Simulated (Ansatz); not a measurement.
Program: Ansatz. Geometries: PBE0-D4/def2-TZVP. ΔE: electronic, gas phase. CCSD(T)/CBS is extrapolated from def2-TZVPP and def2-QZVPP, frozen cores. Functionals use def2-TZVPP. B3LYP here is the variant with VWN-RPA as its local correlation; programs differ in this. One conformer a species, not always the lowest.

Consider the ligand exchange at the Si–Cl bond: `S[Si]Cl` + CH₃SH → `CS[Si]S` + HCl.

```tsv
level	ΔE (kcal/mol)	difference from CCSD(T)/CBS
r2SCAN-D4	5.4	-0.5
PBE0-D4	5.1	-0.8
B3LYP-D4	6.3	0.4
ωB97X-V	7.0	1.1
ωB97M-V	7.3	1.4
PBE0	6.0	0.1
MP2/def2-TZVPP	5.2	-0.7
CCSD/def2-TZVPP	6.7	0.8
CCSD/def2-QZVPP	6.9	1.0
MP2/CBS(def2)	5.3	-0.6
CCSD(T)/CBS	5.9	0
```

Largest T1 diagnostic among the species: 0.015.

The D4 term adds −1.6 kcal/mol with B3LYP and −0.9 kcal/mol with PBE0; it sums over pairs of atoms, weighted by their polarisabilities, and B3LYP, whose exchange is more repulsive, gets the larger term. In def2-TZVPP, CCSD(T) changes the Hartree–Fock value by −4.4 kcal/mol (the triples alone add −1.0 kcal/mol) and MP2 by −4.9 kcal/mol.
